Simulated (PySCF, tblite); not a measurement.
Calculations on `C=C[C@@H]1OBSCO1`, in the order of a workflow; each names the level of the geometry that it ran on. Settings lines and outputs come from a driver script.

Compound: C₄H₇BO₂S.
SMILES with atom numbers: `[CH2:1]=[CH:2][C@@H:3]1[O:4][BH:5][S:6][CH2:7][O:8]1` (hydrogens: H9, H10 on C1; H11 on C2; H12 on C3; H13 on B5; H14, H15 on C7)

Step 1: GFN2-xTB geometry optimisation, gas phase (tblite 0.8.0) (from a force-field or distance-geometry start)
```json
{"job": {"kind": "relax", "xc": "GFN2-xTB", "basis": "xTB"}, "charge": 0, "multiplicity": 1}
```
```
step      E/eV     max force
  0    -672.79375    2.929
  1    -673.04491    1.636
  2    -673.13248    1.322
...
120    -674.37596    0.020
121    -674.37600    0.011
122    -674.37603    0.010
123    -674.37604    0.011
124    -674.37606    0.010
```

Energy lowered by 36.5 kcal/mol over 124 steps; largest atomic force 0.010 eV/Å at the end. «max force» is the largest atomic force in eV/Å.

Hardware: an Arm Neoverse V1 with one thread (shared host). Cost: 0.8 s.

Step 2: GFN2-xTB harmonic vibrations, gas phase (tblite 0.8.0) (on the GFN2-xTB geometry)
```json
{"job": {"kind": "ir", "xc": "GFN2-xTB", "basis": "xTB"}, "charge": 0, "multiplicity": 1}
```
```
(table of modes left out)
```

39 modes from 46 to 3136 cm⁻¹ (unscaled, harmonic); zero-point energy 68.2 kcal/mol; all wavenumbers are real at this level.

Time: 0.47 s wall. Hardware: an Arm Neoverse V1 with one thread (shared host).

Step 3: TDDFT PBE0/def2-SVPD, vertical, gas phase, core orbitals frozen in the response (PySCF 2.14.0, density-fitted response routines) (on the GFN2-xTB geometry)
```json
{"job": {"kind": "uv", "xc": "PBE0", "basis": "def2-SVPD", "nstates": 8, "ntriplets": 3}, "charge": 0, "multiplicity": 1}
```
```
...
Static polarisability (au): isotropic 87.396, principal 68.639 81.390 112.158
Singlet excitations
state   eV       nm        f      main configurations
  1   6.0443    205.1   0.00349   H->L 0.65, H->L+2 0.27
  2   6.2154    199.5   0.08913   H->L+1 0.86
  3   6.4877    191.1   0.01360   H->L+2 0.58, H->L 0.26
  4   6.7199    184.5   0.00710   H-1->L+1 0.38, H-2->L+1 0.26, H-1->L 0.12
  5   6.9153    179.3   0.02276   H-1->L 0.47, H-2->L 0.27, H-1->L+1 0.12
  6   7.0697    175.4   0.00101   H-3->L+1 0.64, H-1->L+1 0.17, H-3->L 0.14
  7   7.0880    174.9   0.04945   H->L+3 0.79
  8   7.3065    169.7   0.00376   H-2->L+1 0.49, H-1->L+1 0.25, H-3->L 0.10
Triplet excitations (Tamm-Dancoff, eV): 4.4996 5.1979 5.6367
```

HOMO -7.43 eV, LUMO -0.35 eV; lowest singlet 6.04 eV; lowest triplet 4.50 eV (Tamm–Dancoff); mean polarisability 87.4 au.

On one thread, Arm Neoverse V1 (aarch64) (shared host), this took 78 s (with the writing of density and orbital grids) and 0.91 GiB of memory at its peak.

Geometry of the electronic-property runs (GFN2-xTB):
```
atom  x, y, z in Å
C1     2.521    0.366    1.138
C2     1.663    0.280    0.141
C3     0.203   -0.031    0.323
O4    -0.060   -1.295   -0.246
B5    -1.188   -1.648   -0.858
S6    -2.625   -0.573   -0.984
C7    -1.903    0.895   -0.123
O8    -0.529    0.993   -0.290
H9     2.221    0.223    2.163
H10    3.561    0.583    0.968
H11    1.956    0.423   -0.887
H12   -0.055   -0.094    1.398
H13   -1.237   -2.720   -1.316
H14   -2.186    0.826    0.935
H15   -2.345    1.780   -0.579
```

 (This holds for the electronic-property runs.)

One conformer stands for the species.
